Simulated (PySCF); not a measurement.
# Vertical excitation energies

Species: CH11GeNSi2.
Structure used (PBE0-D3(BJ)/def2-SVP), in Å, numbered top down from 1:
```
atom  x, y, z in Å
C1    -2.2856    0.3149    0.4364
N2    -1.0469    0.9970    0.1371
Si3    0.4411    0.6586    0.9746
Si4    1.3534   -1.4802    0.5632
Ge5    2.0171    2.3251    0.3328
H6    -3.1531    0.9115    0.1093
H7    -2.3767   -0.6895   -0.0227
H8    -2.3834    0.1829    1.5256
H9    -0.9610    1.2668   -0.8375
H10    0.1711    0.7496    2.4463
H11    1.7251   -1.6123   -0.8825
H12    0.3748   -2.5685    0.8842
H13    2.5873   -1.7034    1.3829
H14    3.4302    1.9667    0.8295
H15    2.0694    2.4284   -1.2055
H16    1.6356    3.7092    0.8896
```

Theory: TDDFT CAM-B3LYP/def2-SVPD, vertical, gas phase, core orbitals frozen in the response in PySCF 2.14.0, density-fitted response routines. Relativistic effects, spin–orbit coupling among them, are left out although an element past zinc is present.

Task: What does the calculation give for the low-lying excited states?

Result: 

```json
{"state": "S1", "λ (nm)": "233.7", "E (eV)": "5.30", "f": "0.012", "|μ| (D)": "0.77", "main configurations (H = HOMO, L = LUMO)": "H→L (67%), H→L+1 (27%)"}
{"state": "S2", "λ (nm)": "210.7", "E (eV)": "5.88", "f": "0.071", "|μ| (D)": "1.78", "main configurations (H = HOMO, L = LUMO)": "H→L+1 (53%), H→L (23%), H→L+4 (8%)"}
{"state": "S3", "λ (nm)": "196.7", "E (eV)": "6.30", "f": "0.0007", "|μ| (D)": "0.17", "main configurations (H = HOMO, L = LUMO)": "H→L+3 (69%)"}
{"state": "S4", "λ (nm)": "193.6", "E (eV)": "6.41", "f": "0.017", "|μ| (D)": "0.85", "main configurations (H = HOMO, L = LUMO)": "H→L+2 (72%)"}
{"state": "S5", "λ (nm)": "184.9", "E (eV)": "6.70", "f": "0.181", "|μ| (D)": "2.67", "main configurations (H = HOMO, L = LUMO)": "H→L+4 (61%), H→L+5 (12%)"}
{"state": "S6", "λ (nm)": "183.5", "E (eV)": "6.75", "f": "0.054", "|μ| (D)": "1.45", "main configurations (H = HOMO, L = LUMO)": "H→L+5 (68%)"}
{"state": "S7", "λ (nm)": "179.4", "E (eV)": "6.91", "f": "0.025", "|μ| (D)": "0.98", "main configurations (H = HOMO, L = LUMO)": "H→L+6 (25%), H-1→L (20%), H-1→L+1 (15%)"}
{"state": "S8", "λ (nm)": "175.9", "E (eV)": "7.05", "f": "0.044", "|μ| (D)": "1.28", "main configurations (H = HOMO, L = LUMO)": "H→L+6 (29%), H-1→L+1 (21%), H-1→L (18%)"}
{"state": "S9", "λ (nm)": "171.1", "E (eV)": "7.24", "f": "0.193", "|μ| (D)": "2.65", "main configurations (H = HOMO, L = LUMO)": "H-1→L (31%), H-1→L+1 (28%), H→L+8 (16%)"}
{"state": "S10", "λ (nm)": "166.6", "E (eV)": "7.44", "f": "0.022", "|μ| (D)": "0.89", "main configurations (H = HOMO, L = LUMO)": "H→L+8 (35%), H→L+6 (12%), H→L+10 (10%)"}
```

Triplets, Tamm–Dancoff:

| state | E (eV) | λ (nm) | main configurations (H = HOMO, L = LUMO) |
| --- | --- | --- | --- |
| T1 | 4.89 | 253.4 | H→L (67%), H→L+1 (21%) |
| T2 | 5.37 | 230.8 | H→L+1 (43%), H→L (16%), H→L+3 (14%) |
| T3 | 6.03 | 205.5 | H→L+3 (52%), H-1→L (12%), H→L+1 (12%) |
| T4 | 6.05 | 205.1 | H→L+2 (59%), H→L+4 (12%) |

The lowest singlet comes at 234 nm (512 kJ/mol) in the ultraviolet; it is weak; its leading configuration is HOMO→LUMO (67%). The strongest level in the table is S9 at 7.24 eV (171 nm, f = 0.193). Löwdin shares by element: HOMO nitrogen 41%, silicon 29%, carbon 7% (atoms not listed hold the other 23%); LUMO silicon 35%, germanium 21%, hydrogen 7% or more (atoms not listed hold the other 37%). The oscillator strengths of these states sum to 0.619; summed over the whole spectrum of an exact calculation they would give the number of electrons, 84 (Thomas–Reiche–Kuhn). The listed states span 2.14 eV, and the widest gap between neighbours is 0.58 eV (S1 to S2). Weighted by f, the mean energy of these states is 6.81 eV. The vertical ionisation energy (ΔSCF) is 8.45 eV, 1.00 eV above S10. The window holds the lowest 10 singlets.

One conformer stands for the species.
